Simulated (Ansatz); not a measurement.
Born–Oppenheimer molecular dynamics of C3H10FNSi (16 atoms, charge 0, multiplicity 1). It starts from a relaxed structure.

The calculation used Ansatz 0.2.0, RKS PBE0/STO-3G.

```json
{"ensemble": "NVT, Langevin thermostat", "time step": "1 fs", "steps asked": "325", "set temperature": "300 K", "friction": "0.005 /fs", "seed": "959063"}
```

Frames 1 fs apart, positions in Å, forces in eV/Å.

Velocities at 200.0 fs (Å/ps):

```
C -2.52 -5.31 -8.73
C 1.23 -1.30 3.98
N -2.93 1.42 3.87
Si 0.55 -3.12 0.18
C 1.53 -6.53 -2.17
F 2.64 -2.52 -2.46
H 3.71 -31.11 16.46
H -9.94 2.97 16.05
H 23.20 -13.29 -29.65
H -1.57 -9.38 2.04
H -26.70 -15.40 6.03
H -2.08 10.91 -8.89
H 8.40 -11.81 -3.57
H -1.17 23.10 15.34
H -5.74 3.43 13.58
H 10.01 31.85 -7.41
```

```xyz
16
Properties=species:S:1:pos:R:3:forces:R:3 time_fs=200.0 energy_less_start_eV=0.431 T=253
C -0.133 -1.899 -1.085 0.29 0.63 -0.63
C -0.168 -0.793 0.037 0.15 -1.61 0.89
N 0.896 -1.102 1.127 -1.44 -0.08 0.00
Si -0.026 1.032 -0.496 -0.87 -0.63 0.59
C -0.392 1.913 1.105 0.98 2.03 -0.51
F 1.481 1.347 -0.955 1.25 0.27 -0.42
H -0.398 -2.960 -0.852 -0.53 1.04 0.48
H -0.716 -1.532 -1.962 0.28 -0.63 0.40
H 0.918 -1.985 -1.382 0.20 0.20 -0.52
H -1.122 -0.888 0.602 0.16 0.13 -0.35
H 1.802 -1.233 0.618 0.41 -0.06 -0.48
H 0.653 -2.112 1.393 0.31 0.59 -0.07
H -0.897 1.339 -1.617 -0.18 -0.03 0.16
H 0.393 1.634 1.788 0.43 -0.58 0.59
H -0.323 3.034 1.105 -0.47 -1.06 -0.46
H -1.321 1.613 1.541 -0.98 -0.21 0.33
16
Properties=species:S:1:pos:R:3:forces:R:3 time_fs=201.0 energy_less_start_eV=0.506 T=215
C -0.135 -1.904 -1.095 1.52 -0.23 0.16
C -0.167 -0.794 0.041 0.12 -1.74 0.61
N 0.893 -1.100 1.130 -1.86 0.38 0.12
Si -0.025 1.028 -0.496 -0.66 -0.67 0.61
C -0.391 1.908 1.103 1.59 2.65 -0.38
F 1.484 1.345 -0.957 1.13 0.24 -0.37
H -0.396 -2.986 -0.833 -0.32 1.84 0.12
H -0.724 -1.532 -1.944 -0.08 -0.52 -0.15
H 0.941 -1.996 -1.414 -0.96 0.32 -0.13
H -1.123 -0.897 0.602 0.16 0.16 -0.38
H 1.776 -1.249 0.622 1.21 -0.02 -0.88
H 0.653 -2.098 1.385 0.05 -0.01 0.23
H -0.889 1.327 -1.620 -0.25 0.01 0.12
H 0.394 1.654 1.806 0.25 -0.66 0.37
H -0.332 3.033 1.116 -0.36 -1.16 -0.66
H -1.315 1.642 1.536 -1.55 -0.59 0.59
16
Properties=species:S:1:pos:R:3:forces:R:3 time_fs=202.0 energy_less_start_eV=0.545 T=193
C -0.136 -1.910 -1.104 2.36 -0.56 0.93
C -0.166 -0.796 0.046 0.17 -1.79 0.18
N 0.888 -1.099 1.134 -1.60 0.79 -0.04
Si -0.025 1.025 -0.495 -0.46 -0.72 0.60
C -0.388 1.904 1.101 1.41 2.43 0.24
F 1.487 1.342 -0.960 0.99 0.21 -0.32
H -0.398 -2.994 -0.812 -0.20 2.11 -0.14
H -0.732 -1.535 -1.929 -0.45 -0.37 -0.65
H 0.954 -2.003 -1.447 -1.63 0.36 0.16
H -1.122 -0.906 0.599 0.06 0.17 -0.33
H 1.762 -1.264 0.618 1.38 0.08 -0.92
H 0.655 -2.085 1.381 -0.21 -0.62 0.49
H -0.885 1.315 -1.623 -0.29 0.05 0.10
H 0.397 1.666 1.825 -0.10 -0.64 0.01
H -0.347 3.021 1.119 -0.19 -0.80 -0.78
H -1.325 1.663 1.538 -1.24 -0.69 0.45
16
Properties=species:S:1:pos:R:3:forces:R:3 time_fs=203.0 energy_less_start_eV=0.496 T=224
C -0.135 -1.916 -1.113 2.56 -0.23 1.41
C -0.165 -0.801 0.052 0.23 -1.72 -0.34
N 0.882 -1.097 1.137 -0.75 0.81 -0.40
Si -0.024 1.021 -0.494 -0.27 -0.81 0.59
C -0.384 1.902 1.099 0.56 1.59 1.05
F 1.492 1.339 -0.962 0.82 0.18 -0.27
H -0.402 -2.982 -0.792 -0.15 1.81 -0.27
H -0.744 -1.541 -1.918 -0.64 -0.30 -0.88
H 0.952 -2.006 -1.479 -1.76 0.33 0.32
H -1.122 -0.915 0.593 -0.08 0.16 -0.24
H 1.760 -1.278 0.607 0.85 0.24 -0.54
H 0.653 -2.078 1.385 -0.33 -0.91 0.62
H -0.883 1.302 -1.623 -0.31 0.08 0.10
H 0.400 1.671 1.844 -0.41 -0.55 -0.34
H -0.363 3.001 1.112 0.01 -0.05 -0.81
H -1.348 1.677 1.544 -0.30 -0.63 0.02
16
Properties=species:S:1:pos:R:3:forces:R:3 time_fs=204.0 energy_less_start_eV=0.422 T=263
C -0.132 -1.922 -1.121 1.98 0.75 1.49
C -0.163 -0.806 0.058 0.26 -1.56 -0.92
N 0.876 -1.094 1.140 0.28 0.43 -0.78
Si -0.023 1.017 -0.493 -0.10 -0.91 0.57
C -0.380 1.902 1.097 -0.38 0.60 1.67
F 1.496 1.337 -0.965 0.64 0.14 -0.22
H -0.409 -2.952 -0.774 -0.18 0.99 -0.22
H -0.763 -1.551 -1.914 -0.57 -0.32 -0.72
H 0.933 -2.003 -1.509 -1.32 0.20 0.31
H -1.122 -0.923 0.586 -0.24 0.12 -0.14
H 1.765 -1.289 0.590 0.01 0.41 0.05
H 0.648 -2.078 1.395 -0.29 -0.80 0.59
H -0.883 1.289 -1.623 -0.31 0.10 0.10
H 0.398 1.672 1.860 -0.59 -0.43 -0.57
H -0.378 2.982 1.097 0.17 0.80 -0.78
H -1.371 1.686 1.551 0.64 -0.53 -0.42
16
Properties=species:S:1:pos:R:3:forces:R:3 time_fs=205.0 energy_less_start_eV=0.394 T=270
C -0.126 -1.928 -1.127 0.75 2.17 1.28
C -0.161 -0.813 0.063 0.25 -1.33 -1.46
N 0.870 -1.091 1.142 1.07 -0.18 -0.98
Si -0.022 1.013 -0.491 0.06 -0.96 0.53
C -0.377 1.902 1.098 -1.08 -0.04 1.89
F 1.502 1.335 -0.968 0.42 0.10 -0.15
H -0.417 -2.912 -0.758 -0.29 -0.23 0.03
H -0.787 -1.564 -1.915 -0.28 -0.40 -0.31
H 0.901 -1.998 -1.536 -0.37 0.04 0.11
H -1.123 -0.928 0.578 -0.35 0.08 -0.07
H 1.770 -1.296 0.573 -0.68 0.50 0.59
H 0.640 -2.081 1.411 -0.14 -0.39 0.44
H -0.887 1.279 -1.620 -0.28 0.12 0.13
H 0.393 1.670 1.870 -0.59 -0.31 -0.63
H -0.390 2.970 1.075 0.29 1.30 -0.70
H -1.388 1.692 1.555 1.22 -0.46 -0.69
16
Properties=species:S:1:pos:R:3:forces:R:3 time_fs=206.0 energy_less_start_eV=0.413 T=264
C -0.120 -1.932 -1.132 -0.81 3.45 1.03
C -0.159 -0.820 0.067 0.09 -1.04 -1.85
N 0.866 -1.089 1.143 1.43 -0.82 -0.93
Si -0.021 1.008 -0.489 0.22 -0.97 0.50
C -0.374 1.902 1.099 -1.50 -0.08 1.59
F 1.507 1.333 -0.972 0.19 0.05 -0.09
H -0.427 -2.873 -0.741 -0.39 -1.37 0.30
H -0.814 -1.580 -1.919 0.14 -0.49 0.20
H 0.867 -1.994 -1.563 0.78 -0.14 -0.22
H -1.128 -0.932 0.570 -0.31 0.04 -0.07
H 1.768 -1.301 0.558 -1.00 0.51 0.91
H 0.630 -2.087 1.429 0.05 0.13 0.24
H -0.894 1.271 -1.615 -0.23 0.12 0.15
H 0.383 1.664 1.873 -0.37 -0.21 -0.48
H -0.398 2.970 1.046 0.37 1.23 -0.54
H -1.393 1.693 1.552 1.35 -0.41 -0.74
16
Properties=species:S:1:pos:R:3:forces:R:3 time_fs=207.0 energy_less_start_eV=0.424 T=263
C -0.115 -1.932 -1.137 -2.26 3.81 1.04
C -0.156 -0.828 0.070 -0.21 -0.69 -2.13
N 0.862 -1.088 1.142 1.37 -1.31 -0.64
Si -0.020 1.002 -0.487 0.37 -0.95 0.49
C -0.372 1.903 1.103 -1.62 0.39 0.80
F 1.513 1.331 -0.976 -0.04 0.00 -0.03
H -0.441 -2.849 -0.719 -0.27 -1.76 0.31
H -0.840 -1.598 -1.923 0.48 -0.50 0.60
H 0.839 -1.989 -1.591 1.70 -0.29 -0.51
H -1.136 -0.936 0.561 -0.13 0.01 -0.12
H 1.758 -1.302 0.551 -0.91 0.44 0.97
H 0.622 -2.092 1.447 0.22 0.58 0.05
H -0.904 1.264 -1.608 -0.17 0.12 0.18
H 0.370 1.657 1.870 0.00 -0.12 -0.14
H -0.404 2.980 1.009 0.43 0.65 -0.28
H -1.385 1.688 1.541 1.05 -0.38 -0.60
16
Properties=species:S:1:pos:R:3:forces:R:3 time_fs=208.0 energy_less_start_eV=0.392 T=273
C -0.112 -1.930 -1.140 -2.96 3.08 1.29
C -0.154 -0.837 0.070 -0.51 -0.29 -2.31
N 0.859 -1.087 1.141 0.86 -1.48 -0.12
Si -0.019 0.996 -0.485 0.51 -0.90 0.49
C -0.371 1.904 1.106 -1.39 1.06 -0.27
F 1.519 1.329 -0.980 -0.27 -0.05 0.02
H -0.459 -2.842 -0.694 0.14 -1.33 -0.03
H -0.859 -1.622 -1.922 0.60 -0.35 0.74
H 0.825 -1.987 -1.623 1.84 -0.39 -0.48
H -1.146 -0.940 0.548 0.06 -0.01 -0.14
H 1.739 -1.296 0.555 -0.36 0.27 0.71
H 0.617 -2.091 1.465 0.32 0.82 -0.07
H -0.915 1.258 -1.599 -0.11 0.11 0.20
H 0.358 1.650 1.865 0.40 -0.05 0.23
H -0.407 2.994 0.970 0.46 -0.11 0.05
H -1.368 1.679 1.526 0.40 -0.38 -0.30
16
Properties=species:S:1:pos:R:3:forces:R:3 time_fs=209.0 energy_less_start_eV=0.367 T=281
C -0.111 -1.925 -1.143 -2.61 1.75 1.40
C -0.152 -0.846 0.069 -0.74 0.11 -2.37
N 0.856 -1.088 1.139 -0.03 -1.28 0.50
Si -0.018 0.990 -0.483 0.62 -0.83 0.50
C -0.371 1.907 1.110 -0.76 1.46 -1.21
F 1.524 1.327 -0.984 -0.47 -0.09 0.07
H -0.476 -2.847 -0.671 0.65 -0.54 -0.53
H -0.875 -1.647 -1.914 0.52 -0.11 0.64
H 0.828 -1.990 -1.661 1.05 -0.38 0.01
H -1.154 -0.945 0.533 0.21 -0.02 -0.14
H 1.715 -1.288 0.567 0.61 0.02 0.16
H 0.615 -2.083 1.481 0.34 0.77 -0.09
H -0.927 1.252 -1.588 -0.04 0.11 0.21
H 0.352 1.642 1.862 0.59 0.06 0.41
H -0.407 3.005 0.932 0.45 -0.65 0.38
H -1.351 1.666 1.507 -0.39 -0.39 0.05
16
Properties=species:S:1:pos:R:3:forces:R:3 time_fs=210.0 energy_less_start_eV=0.409 T=271
C -0.113 -1.920 -1.144 -1.62 0.41 1.26
C -0.150 -0.855 0.066 -0.89 0.45 -2.29
N 0.853 -1.089 1.137 -0.92 -0.85 1.02
Si -0.016 0.983 -0.481 0.73 -0.73 0.50
C -0.372 1.910 1.112 0.03 1.40 -1.71
F 1.529 1.325 -0.989 -0.67 -0.14 0.12
H -0.486 -2.857 -0.653 1.07 0.14 -0.93
H -0.890 -1.674 -1.900 0.34 0.14 0.40
H 0.843 -1.994 -1.697 -0.13 -0.27 0.72
H -1.161 -0.952 0.518 0.32 -0.01 -0.11
H 1.696 -1.279 0.580 1.57 -0.22 -0.40
H 0.617 -2.070 1.498 0.29 0.52 -0.06
H -0.941 1.246 -1.576 0.02 0.10 0.21
H 0.353 1.635 1.864 0.49 0.23 0.31
H -0.402 3.007 0.897 0.36 -0.82 0.65
H -1.339 1.649 1.489 -0.99 -0.35 0.33
16
Properties=species:S:1:pos:R:3:forces:R:3 time_fs=211.0 energy_less_start_eV=0.472 T=247
C -0.116 -1.915 -1.144 -0.58 -0.66 1.09
C -0.149 -0.864 0.061 -0.89 0.72 -2.15
N 0.850 -1.090 1.136 -1.18 -0.36 1.07
Si -0.015 0.976 -0.479 0.82 -0.60 0.48
C -0.373 1.915 1.113 0.58 0.80 -1.73
F 1.534 1.323 -0.993 -0.86 -0.19 0.16
H -0.485 -2.868 -0.642 1.29 0.56 -1.14
H -0.902 -1.699 -1.884 0.09 0.38 0.07
H 0.859 -2.000 -1.726 -1.09 -0.13 1.28
H -1.163 -0.959 0.502 0.31 -0.01 -0.03
H 1.691 -1.273 0.589 1.89 -0.33 -0.57
H 0.619 -2.053 1.517 0.20 0.14 0.01
H -0.956 1.242 -1.561 0.10 0.09 0.20
H 0.360 1.630 1.868 0.18 0.42 0.04
H -0.390 3.000 0.866 0.22 -0.63 0.82
H -1.336 1.627 1.474 -1.09 -0.18 0.41
```

Of the whole run (325 fs, mean temperature of the second half 295 K): A run of 0.33 ps of so small a system gives no equilibrium averages. Limits of this set-up: minimal basis.

The run took 19 min on 1 thread of Intel(R) Xeon(R) Platinum 8259CL CPU @ 2.50GHz (Skylake/Cascade Lake), with other jobs on the host, peak memory 0.11 GiB.
